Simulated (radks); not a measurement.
Values are calculated unless marked as measured or tabulated.
Numerical settings for the promethium ion Pm3+, [Xe] 4f4. Code: a radial shooting solver on a logarithmic mesh with Libxc functionals. Model: scalar-relativistic Kohn-Sham, BLYP, spin-polarised, spherical densities, point nucleus; open shells are filled with parallel spins first (spin-orbit coupling, left out, can overturn this in heavy ions). The defaults (mesh step 0.008 in ln r, mesh end at 40 bohr or more with all orbitals vanishing there, Anderson mixing 0.5 over 9 steps, residual threshold near 1e-9 with the energy settled to 1e-9 hartree or 1e-11 of itself, here a cap of 64 iterations) give E = -10019.9884 hartree and 4f at -32.614 eV in 15 iterations. Run on one thread of a shared host, so times are rough (Intel(R) Xeon(R) Platinum 8559C): 0.25 s of CPU time, 0.25 s wall, 15 iterations on 2501 mesh points. Changes against that run (0 stands for a change within the tolerance of the run):

setting                    iterations  converged  E (mhartree)  e(4f) (meV)  CPU (s)
mesh step in ln r 0.05             15        yes       +0.0982      -0.0506     0.05
mesh step in ln r 0.02             15        yes     +0.000533            0     0.11
mesh step in ln r 0.003            15        yes             0            0     0.65
mesh end (bohr) 3                  14        yes          +553    +5.59e+03     0.22
mesh end (bohr) 5                  15        yes          +1.8        +60.7     0.24
residual threshold 0.01             9        yes      -0.00047        +1.01     0.18
residual threshold 1e-16           64         no             0            0      0.5
mixing 1                           11        yes             0            0      0.2
linear mixing, mixing 0.8          64         no      +0.00053       +0.333      1.1
linear mixing, mixing 0.2          64         no             0     -0.00544     0.89
mixing history 3                   17        yes             0            0     0.27
iteration cap 5                     5         no         +3.91         -467     0.11

Settings that end as converged yet miss the energy by more than 1 mhartree: mesh end (bohr) 3 (+0.553 hartree); mesh end (bohr) 5 (+0.0018 hartree). A mesh that ends early acts as a hard wall.
